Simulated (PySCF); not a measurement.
Work out the structure from these simulated measurements.

Formula: C7H8ClF.

| Quantity | Value |
| --- | --- |
| Polarisability | 99.3 au [PBE0/def2-SVPD] |
| Triplet | lowest triplet excitation (Tamm–Dancoff): 2.83 eV [TDA PBE0/def2-SVPD] |
| UV, first state | lowest singlet excitation: 4.99 eV (249 nm, f = 0.244) [TDDFT PBE0/def2-SVPD] |
| 13C NMR | chemical shifts (computed TMS as zero) by class: 157.7 (1 C), 138.6 (1 C), 135.5 (1 C), 121.4 (1 C), 85.7 (1 C), 57.0 (1 C), 42.5 (1 C) ppm [GIAO PBE0/pcSseg-1] |
| 1H NMR | chemical shifts (computed TMS as zero) by class: 6.11 (1 H), 5.74 (1 H), 5.55 (1 H), 5.53 (1 H), 5.17 (1 H), 4.68 (1 H), 3.25 (1 H), 2.88 (1 H) ppm [GIAO PBE0/pcSseg-1] |
| NMR, other nuclei | isotropic shieldings of nuclei other than C and H, by class: 423 (1 F), 755 (1 Cl) ppm [GIAO PBE0/pcSseg-1] |
| Rotational structure | rotational constants A, B, C: 3.699, 0.601, 0.540 GHz [GFN2-xTB] |
| Dipole | 0.83 D [PBE0/def2-SVPD] |

The electronic properties come from PySCF, for the isolated species, density fitting. Levels stand in brackets. NMR shifts are as computed; neighbouring signals can stand in another order in a measured spectrum. Geometry: GFN2-xTB, one conformer, isolated molecule. NMR values are class means; diastereotopic atoms form classes of their own.

Task: Give a SMILES that accounts for the data.

Result: Numbering: `[CH2:1]=[C:2]1/[C:3](=[CH:4]\[CH2:5][F:6])[CH2:7][C@@H:8]1[Cl:9]`. Its formula, C7H8ClF, gives 3 degrees of unsaturation: 1 ring and 2 π bonds in the structure found. 7 carbons fall into 7 classes; from least to most shielded: fully substituted alkene carbon [C2] (157.7 ppm), fully substituted alkene carbon [C3] (138.6 ppm), alkene CH carbon [C4] (135.5 ppm), terminal =CH2 carbon [C1] (121.4 ppm), sp3 C–F carbon [C5] (85.7 ppm), sp3 C–Cl carbon [C8] (57.0 ppm), allylic carbon [C7] (42.5 ppm). Hydrogen classes from least to most shielded: 1 H on an alkene CH carbon, C4 (6.11 ppm), 1 H on a terminal =CH2 carbon, C1 (5.74 ppm), 1 H on an sp3 C–F carbon, C5 (5.55 ppm), 1 H on an sp3 C–F carbon, C5 (5.53 ppm), 1 H on a terminal =CH2 carbon, C1 (5.17 ppm), 1 H on an sp3 C–Cl carbon, C8 (4.68 ppm), 1 H on an allylic carbon, C7 (3.25 ppm), 1 H on an allylic carbon, C7 (2.88 ppm). The other shieldings belong to: 423 ppm, alkyl fluorine [F6]; 755 ppm, alkyl chlorine [Cl9]. S1 is mainly HOMO→LUMO (weight 0.97); the largest Löwdin shares of the orbital it empties are 0.25 on the alkene CH carbon, 0.21 on the terminal =CH2 carbon, 0.19 on a fully substituted alkene carbon and 0.13 on a fully substituted alkene carbon, of the orbital it fills 0.23 on the terminal =CH2 carbon, 0.17 on the alkene CH carbon, 0.15 on a fully substituted alkene carbon and 0.12 on a fully substituted alkene carbon. The optimised geometry has point group C1 and is an asymmetric top. Structure: `Cl[C@H]1C/C(C1=C)=C/CF`. Computed isomers that give other values at the same levels: `F[C@@H]1C[C@H]2C=C[C@@H]1[C@H]2Cl` (13C chemical shifts (computed TMS as zero) by class: 149.3 (1 C), 141.4 (1 C), 96.4 (1 C), 73.4 (1 C), 57.5 (1 C), 51.0 (1 C), 32.9 (1 C) ppm); `F[C@@]12C=C[C@@H](C1)[C@@H](Cl)C2` (13C chemical shifts (computed TMS as zero) by class: 152.1 (1 C), 140.9 (1 C), 107.7 (1 C), 62.2 (1 C), 54.6 (1 C), 51.7 (1 C), 44.9 (1 C) ppm). The assignments are read from this structure; whether some other isomer fits the data as well wasn't checked. The mirror image fits equally.

The values belong to the conformer `[CH2:1]=[C:2]1/[C:3](=[CH:4]\[CH2:5][F:6])[CH2:7][C@@H:8]1[Cl:9]`: C3–C4–C5–F6 164°.
